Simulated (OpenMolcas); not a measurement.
## Ru3+ in a ligand field

Ru3+ with 5 ligands (fluoride) in square pyramidal coordination (C4v) at 1.93 Å, the axial distance 1.988 Å. A charge of +0.4 e stands 2.4 Å behind each ligand. Ligand basis ANO-RCC-VDZP.
```
Ru    0.0000    0.0000    0.0000
F     1.9300    0.0000    0.0000
F     0.0000    1.9300    0.0000
F    -1.9300    0.0000    0.0000
F     0.0000   -1.9300    0.0000
F     0.0000    0.0000    1.9879
```

```yaml
Program: OpenMolcas 26.06
Method: CASSCF
Basis: ANO-RCC-VTZP [7s6p4d2f1g]
Scalar_Hamiltonian: DKH2, point nucleus
Active_space: 5 electrons in 5 orbitals (4d)
State_averaging: 2S+1 = 6 even, 1 root; 2S+1 = 4 even, 24 roots; 2S+1 = 2 even, 75 roots
Spin-orbit_coupling: RASSI with atomic mean-field integrals over the reference wave functions
```

The lowest spin-free states, above the lowest:

| State | Degeneracy | E (cm-1) |
| --- | --- | --- |
| 2S+1 = 4 | 1 | 0.0 |
| 2S+1 = 6 | 1 | 586.1 |
| 2S+1 = 4 | 2 | 675.7 |
| 2S+1 = 2 | 1 | 2034 |
| 2S+1 = 2 | 2 | 5452 |
| 2S+1 = 4 | 1 | 11898 |
| 2S+1 = 2 | 1 | 11984 |
| 2S+1 = 2 | 1 | 13827 |
| 2S+1 = 2 | 2 | 13869 |
| 2S+1 = 2 | 1 | 14101 |
| 2S+1 = 2 | 2 | 15264 |
| 2S+1 = 2 | 1 | 15978 |
| 2S+1 = 4 | 2 | 19161 |
| 2S+1 = 4 | 1 | 23446 |
| 2S+1 = 2 | 1 | 23471 |
| 2S+1 = 4 | 1 | 24169 |
| 2S+1 = 4 | 1 | 24615 |
| 2S+1 = 2 | 2 | 24921 |
| 2S+1 = 4 | 2 | 25903 |
| 2S+1 = 2 | 1 | 27010 |

The lowest levels with spin-orbit coupling:

```tsv
E (cm-1)	Degeneracy	2S+1	g
0.0	2	4 (70 %)	1.89 5.11 5.11
152.9	2	4 (65 %)	1.26 1.26 4.40
1021	2	4 (47 %)	0.69 0.69 5.17
1681	2	4	2.41 2.41 5.49
2110	2	4 (65 %)	0.15 0.15 0.98
2280	2	4	1.49 1.81 1.81
2489	2	6 (58 %)	0.31 2.99 2.99
2968	2	6 (65 %)	1.88 5.39 5.39
3038	2	4 (52 %)	0.36 3.56 3.56
4380	2	2 (55 %)	2.22 2.95 2.95
6821	2	2	0.90 0.90 3.10
7233	2	2	0.64 0.64 0.75
12875	2	4 (67 %)	0.06 0.06 3.79
13143	2	4 (84 %)	1.70 3.29 3.29
13266	2	2 (80 %)	0.23 1.09 1.09
14882	2	2 (86 %)	1.01 1.01 1.50
15418	2	2	0.56 0.56 2.12
15765	2	2	0.09 0.09 4.19
15928	2	2	0.25 0.25 2.93
16429	2	2	0.31 0.31 3.44
```

Electric-dipole absorption from the lowest level at this geometry, strongest bands:

```csv
E (cm-1),λ (nm),f
2968,3370,7.92e-06
12875,777,1.94e-05
13143,761,4.10e-05
13266,754,2.15e-05
14882,672,5.95e-06
16429,609,2.75e-06
20860,479,4.67e-06
21103,474,3.01e-06
24976,400,3.88e-06
26138,383,3.56e-06
26273,381,2.89e-06
27237,367,3.79e-06
27299,366,3.86e-06
38539,259,3.14e-06
40105,249,5.24e-06
40270,248,7.11e-06
```

Powder χT (cm3 K/mol): 1.77 at 2 K, 1.87 at 10 K, 2.32 at 50 K, 2.63 at 100 K, 2.79 at 200 K, 2.84 at 300 K. The effective moment at 300 K is 2.828 √(χT) = 4.77 μB.

Metal share of the active 4d orbitals (Löwdin): 78, 80, 92, 93, 93 %; Mulliken charge of the metal 1.89.

Spin-orbit coupling mixes the spin-free states strongly: the lowest level takes only 48 % from its leading state, 2S+1 = 4. Without dynamic correlation the repulsion within the d shell is too large (B by tens of per cent), so at a given field states of lower spin stand too high. This shell can be high or low spin here, a state of another spin lies low, and with metal d orbitals alone active their balance is uncertain, so the ground spin may be wrong, although the usual error favours high spin. The least metal-like active orbital is 78 % on the metal (Löwdin) and no ligand orbital is active, so the numbers are rough. With metal d orbitals alone the field can be off either way by tens of per cent. Ligand-to-metal charge-transfer states are missing. With no ligand orbital active B as a rule stays too high, so bands that hang on it stand too high and its fall with covalency is understated. No measured value stands beside these numbers; the geometry is a model, was not optimised and need not be the one that this ion takes.

A state without a sure symmetry label is named by its multiplicity alone.
